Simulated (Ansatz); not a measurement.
Steps of a relaxation of C2H8O2Si2 (`C=C[SiH](O)[SiH2]O`) with RKS PBE0-D4/def2-TZVP.

```sh
$ ansatz run in.yaml --threads 2 --pin off --events-out ev --progress --plain --max-ram 22528MiB --backend cuda --devices 0, --max-vram 18GiB
```

```yaml
crystal:
  periodic: [false, false, false]
  atoms:
    - {symbol: C, position_ang: [-2.274480, -0.002040, 0.247100]}
    - {symbol: C, position_ang: [-1.447180, 1.030600, 0.226930]}
    - {symbol: Si, position_ang: [0.428430, 0.885310, 0.353370]}
    - {symbol: O, position_ang: [0.916030, 2.197100, -0.501490]}
    - {symbol: Si, position_ang: [1.249980, -1.042160, -0.580770]}
    - {symbol: O, position_ang: [1.045200, -2.120240, 0.625770]}
    - {symbol: H, position_ang: [-1.910300, -1.013830, 0.340040]}
    - {symbol: H, position_ang: [-3.347100, 0.103930, 0.176400]}
    - {symbol: H, position_ang: [-1.861480, 2.026850, 0.128600]}
    - {symbol: H, position_ang: [0.814640, 1.103270, 1.763840]}
    - {symbol: H, position_ang: [1.832500, 2.443440, -0.573760]}
    - {symbol: H, position_ang: [2.677810, -1.028560, -0.961420]}
    - {symbol: H, position_ang: [0.574330, -1.549260, -1.787340]}
    - {symbol: H, position_ang: [1.301610, -3.034410, 0.542720]}
basis:
  gaussian: {orbitals: def2-TZVP}
hamiltonian: {xc: pbe0, dispersion: d4}
relax: {f_tol: 0.005, max_steps: 150}
```

Positions (Å) and forces (eV/Å) along the path, 10 of 22 steps:

```xyz
14
step=1 energy=-22044.9083 eV
C    -2.274   -0.002    0.247   -0.065   -0.130   -0.005
C    -1.447    1.031    0.227    0.644   -0.224    0.044
Si    0.428    0.885    0.353   -1.051    0.920    0.009
O     0.916    2.197   -0.501    0.019    0.496   -0.466
Si    1.250   -1.042   -0.581    0.315   -0.622   -0.230
O     1.045   -2.120    0.626   -0.268   -0.441    0.874
H    -1.910   -1.014    0.340    0.066   -0.295    0.013
H    -3.347    0.104    0.176   -0.224    0.061   -0.001
H    -1.861    2.027    0.129   -0.002    0.221   -0.003
H     0.815    1.103    1.764    0.209   -0.289    0.275
H     1.833    2.443   -0.574    0.247   -0.023    0.057
H     2.678   -1.029   -0.961    0.353    0.323   -0.084
H     0.574   -1.549   -1.787   -0.316    0.154   -0.367
H     1.302   -3.034    0.543    0.073   -0.151   -0.118
14
step=2 energy=-22045.0301 eV
C    -2.252   -0.026    0.223    0.064   -0.018    0.050
C    -1.449    1.033    0.193    0.304    0.130    0.111
Si    0.420    0.970    0.298   -0.311   -0.253    0.335
O     0.938    2.286   -0.551   -0.082    0.064   -0.214
Si    1.225   -1.091   -0.492    0.051    0.164   -0.490
O     1.020   -2.243    0.664   -0.119   -0.044    0.341
H    -1.861   -1.037    0.284    0.012   -0.053   -0.024
H    -3.335    0.061    0.215    0.028    0.028   -0.036
H    -1.892    2.027    0.145   -0.067    0.005   -0.018
H     0.891    1.052    1.717   -0.082    0.135   -0.013
H     1.865    2.507   -0.616    0.082   -0.087    0.086
H     2.670   -0.935   -0.863   -0.032   -0.082   -0.010
H     0.481   -1.452   -1.741    0.116   -0.069    0.014
H     1.279   -3.153    0.523    0.035    0.079   -0.131
14
step=6 energy=-22045.0820 eV
C    -2.206   -0.048    0.230    0.107   -0.048   -0.031
C    -1.448    1.044    0.261    0.046   -0.058    0.054
Si    0.400    0.983    0.296    0.098    0.042   -0.038
O     0.929    2.207   -0.695    0.094   -0.014    0.036
Si    1.212   -1.079   -0.494    0.005    0.021    0.064
O     0.878   -2.234    0.650    0.027   -0.056   -0.057
H    -1.766   -1.043    0.188   -0.033    0.022    0.007
H    -3.289   -0.015    0.247   -0.088    0.046    0.006
H    -1.915    2.026    0.305   -0.130    0.026   -0.001
H     0.913    1.227    1.681   -0.014   -0.015   -0.019
H     1.844    2.476   -0.588   -0.079   -0.002   -0.028
H     2.684   -0.977   -0.742    0.004   -0.015    0.005
H     0.594   -1.440   -1.804   -0.008   -0.007   -0.027
H     1.171   -3.128    0.464   -0.028    0.059    0.029
14
step=8 energy=-22045.0866 eV
C    -2.203   -0.056    0.227   -0.006   -0.054    0.007
C    -1.441    1.032    0.284   -0.010    0.058    0.001
Si    0.412    0.991    0.292   -0.002   -0.029    0.010
O     0.924    2.204   -0.717    0.005    0.009   -0.009
Si    1.224   -1.074   -0.486    0.008   -0.013    0.012
O     0.854   -2.233    0.641   -0.018    0.008   -0.008
H    -1.778   -1.055    0.165    0.007   -0.007   -0.007
H    -3.288   -0.005    0.253    0.006    0.005    0.001
H    -1.934    2.002    0.349    0.014    0.008    0.007
H     0.937    1.251    1.669   -0.008   -0.005   -0.010
H     1.832    2.492   -0.620   -0.002    0.010   -0.007
H     2.703   -0.989   -0.700    0.000   -0.006    0.004
H     0.635   -1.424   -1.813    0.002    0.005    0.001
H     1.122   -3.135    0.456    0.005    0.010   -0.003
14
step=11 energy=-22045.0897 eV
C    -2.174   -0.080    0.239    0.002   -0.039    0.013
C    -1.431    1.021    0.312    0.001    0.032    0.012
Si    0.423    1.006    0.269   -0.007    0.016   -0.024
O     0.900    2.203   -0.777    0.041   -0.010    0.032
Si    1.235   -1.070   -0.477    0.013   -0.055    0.004
O     0.731   -2.230    0.600    0.020    0.027   -0.049
H    -1.732   -1.068    0.132   -0.013    0.037    0.000
H    -3.259   -0.050    0.300    0.012    0.004   -0.007
H    -1.935    1.982    0.429    0.010   -0.029   -0.008
H     0.978    1.300    1.627   -0.006    0.003   -0.008
H     1.790    2.544   -0.666   -0.044   -0.009   -0.009
H     2.731   -1.038   -0.566   -0.046   -0.006    0.002
H     0.744   -1.383   -1.855    0.017    0.014    0.037
H     1.001   -3.134    0.432    0.000    0.015    0.005
14
step=13 energy=-22045.0904 eV
C    -2.172   -0.083    0.254    0.001    0.022    0.032
C    -1.431    1.021    0.314    0.007   -0.028   -0.013
Si    0.422    1.006    0.266    0.004   -0.002    0.005
O     0.896    2.197   -0.788   -0.014   -0.003   -0.013
Si    1.239   -1.072   -0.475   -0.007    0.011   -0.006
O     0.697   -2.241    0.571    0.005   -0.013   -0.005
H    -1.728   -1.070    0.161    0.007   -0.017   -0.013
H    -3.256   -0.053    0.315   -0.008    0.002   -0.005
H    -1.935    1.980    0.418   -0.013    0.017   -0.001
H     0.979    1.315    1.619    0.001   -0.003    0.007
H     1.779    2.550   -0.677    0.017    0.009    0.004
H     2.734   -1.055   -0.524    0.000    0.000    0.001
H     0.782   -1.356   -1.869    0.004   -0.003    0.003
H     0.992   -3.139    0.416   -0.006    0.008    0.005
14
step=15 energy=-22045.0906 eV
C    -2.170   -0.086    0.265   -0.001    0.013   -0.004
C    -1.430    1.019    0.314    0.000   -0.013    0.002
Si    0.423    1.007    0.261   -0.004   -0.006   -0.001
O     0.895    2.195   -0.797   -0.001    0.004   -0.007
Si    1.241   -1.071   -0.476    0.002    0.004   -0.002
O     0.676   -2.243    0.555    0.007   -0.006   -0.005
H    -1.726   -1.073    0.172    0.002   -0.007    0.003
H    -3.254   -0.055    0.329   -0.001   -0.001    0.002
H    -1.936    1.979    0.414   -0.003    0.007   -0.001
H     0.982    1.318    1.613    0.001    0.000    0.001
H     1.773    2.559   -0.681    0.003    0.001    0.004
H     2.737   -1.061   -0.498    0.001   -0.001    0.001
H     0.810   -1.348   -1.879   -0.001    0.000    0.002
H     0.979   -3.140    0.407   -0.006    0.005    0.003
14
step=18 energy=-22045.0908 eV
C    -2.170   -0.089    0.283    0.005   -0.010    0.000
C    -1.429    1.016    0.306   -0.011    0.008   -0.001
Si    0.424    1.006    0.255    0.003    0.003    0.005
O     0.897    2.194   -0.804    0.010    0.006   -0.001
Si    1.248   -1.071   -0.478   -0.001   -0.007    0.004
O     0.661   -2.245    0.537    0.002    0.010   -0.003
H    -1.727   -1.079    0.213   -0.003    0.014    0.001
H    -3.255   -0.056    0.346    0.003    0.000    0.000
H    -1.936    1.979    0.385    0.009   -0.011   -0.002
H     0.981    1.321    1.607    0.000    0.000   -0.002
H     1.766    2.574   -0.673   -0.014   -0.009    0.002
H     2.744   -1.067   -0.474   -0.003    0.001   -0.001
H     0.838   -1.339   -1.889    0.001    0.000    0.000
H     0.957   -3.144    0.388    0.000   -0.005   -0.001
14
step=19 energy=-22045.0908 eV
C    -2.170   -0.090    0.287    0.006   -0.009    0.003
C    -1.429    1.016    0.303   -0.009    0.006   -0.002
Si    0.424    1.006    0.255    0.003    0.003   -0.005
O     0.899    2.193   -0.803    0.008    0.007    0.000
Si    1.249   -1.070   -0.480    0.001   -0.007    0.008
O     0.661   -2.244    0.535    0.000    0.002   -0.001
H    -1.726   -1.081    0.226   -0.002    0.013    0.001
H    -3.254   -0.057    0.349    0.001    0.001   -0.003
H    -1.935    1.979    0.371    0.006   -0.010    0.001
H     0.979    1.322    1.607    0.000   -0.003   -0.001
H     1.766    2.577   -0.667   -0.010   -0.006    0.000
H     2.745   -1.067   -0.475   -0.001    0.001    0.000
H     0.840   -1.339   -1.891   -0.001    0.003    0.000
H     0.950   -3.145    0.382    0.001   -0.001   -0.001
14
step=22 energy=-22045.0908 eV
C    -2.169   -0.090    0.287    0.000   -0.001   -0.004
C    -1.429    1.016    0.302   -0.002    0.001   -0.001
Si    0.424    1.006    0.255   -0.001    0.000    0.000
O     0.899    2.194   -0.802    0.002    0.001    0.000
Si    1.249   -1.070   -0.479    0.001   -0.001    0.002
O     0.662   -2.245    0.537    0.000    0.001    0.000
H    -1.724   -1.080    0.226    0.000    0.002    0.003
H    -3.254   -0.058    0.348    0.001    0.000    0.001
H    -1.935    1.979    0.370    0.001   -0.002    0.001
H     0.979    1.321    1.608    0.001   -0.001    0.000
H     1.766    2.576   -0.666   -0.002   -0.001    0.000
H     2.745   -1.066   -0.477    0.000   -0.001    0.000
H     0.837   -1.339   -1.890    0.000    0.001    0.000
H     0.951   -3.145    0.382    0.000    0.000    0.000
```

It took 40 s on 2 threads of an AMD EPYC 7R13 on a shared host and a share of an NVIDIA H100 80 GB, with 0.92 GiB of host memory at the peak.
